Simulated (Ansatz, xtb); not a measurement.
**Isomers of C5H7NOSi in order of energy**

8 gas-phase structures of C5H7NOSi, from a drawn sample of its isomers (lower ones may exist). Each was relaxed with GFN2-xTB; where two conformers were screened, the lower at r2SCAN-D4/def2-SVP is listed:

A. `NC1=C[SiH2]C(C=O)=C1`, a singlet
B. `NC1=C(C=O)C=C[SiH2]1`, a singlet
C. `N[SiH]1C=CC=C1C=O`, a singlet
D. `NC1=C(C=O)[SiH2]C=C1`, a singlet
E. `N[Si]1(C=O)C=CC=C1`, a singlet
F. `NC1=CC(C=O)=C[SiH2]1`, a singlet
G. `NC1=C[SiH](C=O)C=C1`, a singlet
H. `N[SiH]1C=CC(C=O)=C1`, a singlet

Q: Make a reasoned guess at their ranking by r2SCAN-D4/def2-SVP single-point energy.

A: Calculated order at r2SCAN-D4/def2-SVP: D (0.000), C (0.026), H (0.076), B (0.200), E (0.416), A (0.519), F (0.718), G (0.999) eV. Less than 1 kcal/mol parts D and C, so the order within that pair means little. CCSD(T)/def2-SVP + ΔMP2/def2-TZVPP after further relaxation puts H lowest instead.

Energies above the lowest of each column, in eV; the last columns are at PBE-D3(BJ)/def2-SVP geometries and were run for some of them only (a dash: not run or not comparable):

```json
{"structure": "D", "GFN2-xTB": "0.000", "HF/STO-3G": "0.486", "r2SCAN-D4/def2-SVP": "0.000", "PBE-D3(BJ)/def2-SVP": "0.000", "CCSD(T)/def2-SVP + ΔMP2/def2-TZVPP": "0.455"}
{"structure": "C", "GFN2-xTB": "0.201", "HF/STO-3G": "0.107", "r2SCAN-D4/def2-SVP": "0.026", "PBE-D3(BJ)/def2-SVP": "0.114", "CCSD(T)/def2-SVP + ΔMP2/def2-TZVPP": "0.023"}
{"structure": "H", "GFN2-xTB": "0.410", "HF/STO-3G": "0.000", "r2SCAN-D4/def2-SVP": "0.076", "PBE-D3(BJ)/def2-SVP": "0.187", "CCSD(T)/def2-SVP + ΔMP2/def2-TZVPP": "0.000"}
{"structure": "B", "GFN2-xTB": "0.137", "HF/STO-3G": "0.545", "r2SCAN-D4/def2-SVP": "0.200", "PBE-D3(BJ)/def2-SVP": "0.168", "CCSD(T)/def2-SVP + ΔMP2/def2-TZVPP": "0.718"}
{"structure": "E", "GFN2-xTB": "1.195", "HF/STO-3G": "0.056", "r2SCAN-D4/def2-SVP": "0.416", "PBE-D3(BJ)/def2-SVP": "0.449", "CCSD(T)/def2-SVP + ΔMP2/def2-TZVPP": "0.255"}
{"structure": "A", "GFN2-xTB": "0.393", "HF/STO-3G": "0.643", "r2SCAN-D4/def2-SVP": "0.519", "PBE-D3(BJ)/def2-SVP": "–", "CCSD(T)/def2-SVP + ΔMP2/def2-TZVPP": "–"}
{"structure": "F", "GFN2-xTB": "0.615", "HF/STO-3G": "0.709", "r2SCAN-D4/def2-SVP": "0.718", "PBE-D3(BJ)/def2-SVP": "–", "CCSD(T)/def2-SVP + ΔMP2/def2-TZVPP": "–"}
{"structure": "G", "GFN2-xTB": "1.330", "HF/STO-3G": "0.666", "r2SCAN-D4/def2-SVP": "0.999", "PBE-D3(BJ)/def2-SVP": "–", "CCSD(T)/def2-SVP + ΔMP2/def2-TZVPP": "–"}
```

CCSD(T)/def2-SVP + ΔMP2/def2-TZVPP puts H lowest of those it was run on, with C within 1 kcal/mol; GFN2-xTB picks D, r2SCAN-D4/def2-SVP picks D, PBE-D3(BJ)/def2-SVP picks D. CCSD(T)/def2-SVP + ΔMP2/def2-TZVPP orders those it was run on as H (0.000), C (0.023), E (0.255), D (0.455), B (0.718) eV. Less than 1 kcal/mol parts H and C, so the order within that pair means little. Some further structures that were screened fall inside this span and aren't listed. Flexible structures stand in one conformer each, not always the lowest. Frequencies (GFN2-xTB) were run for B, C, D, E, H alone. The ΔMP2 step shifts differences by up to 0.335 eV, which makes them less sure. ΔMP2 is the change of the MP2 energy from the smaller to the larger basis.

Over these structures GFN2-xTB departs from r2SCAN-D4/def2-SVP by 0.239 eV on average once a common shift is removed. A GFN2-xTB relaxation took about 0.1 s and the r2SCAN-D4/def2-SVP energy about 4.5 s on a shared host (Ansatz 0.2.0, xtb 6.7.1).
